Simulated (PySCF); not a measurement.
## From computed data to an observable: chemical shift, span and skew from a shielding tensor

C3H8N2Si, SMILES N[SiH](N)CC#C. Atoms are numbered in the order given.

```xyz
14

C      2.4539     1.5917     0.6361
C      1.8654     0.5538     0.4138
C      1.0812    -0.6394     0.1416
Si    -0.7946    -0.2756     0.1721
N     -1.8089    -1.5848    -0.3079
N     -0.9905     1.0012    -0.9747
H      2.9973     2.4942     0.8397
H      1.3350    -1.0525    -0.8509
H      1.2981    -1.4282     0.8832
H     -1.1625    -0.0165     1.5984
H     -1.7988    -1.9560    -1.2520
H     -2.1780    -2.2479     0.3640
H     -1.9094     1.4035    -1.1335
H     -0.2645     1.7107    -1.0287
```

Geometry optimised at B3LYP-D3(BJ)/def2-SVP. The structure was generated by enumeration, and PubChem lists no compound with its InChIKey, so it may never have been made. The values are those of a single conformer.

GIAO shieldings from B3LYP/pcSseg-1 (PySCF), non-relativistic, no solvent. The symmetric part of the tensor of Si4 has the principal values 332.3, 368.0, 405.4 ppm. The same nucleus in TMS has σ = 338.7 ppm at this level (PySCF, at its B3LYP-D3(BJ)/def2-TZVP geometry).

Problem. Work out the isotropic shielding, the ²⁹Si shift against TMS, the span and the skew.

Solution. 
σ(iso) = (σ11 + σ22 + σ33)/3 = 368.6 ppm. δ = σ(ref) − σ(iso) = 338.7 − (368.6) = -29.9 ppm.
Span Ω = σ33 − σ11 = 73.1 ppm. Skew κ = 3(σ(iso) − σ22)/Ω = 0.02. Tumbling in solution averages the tensor to δ; in a static solid the shielding alone would spread this spin-1/2 line over Ω.
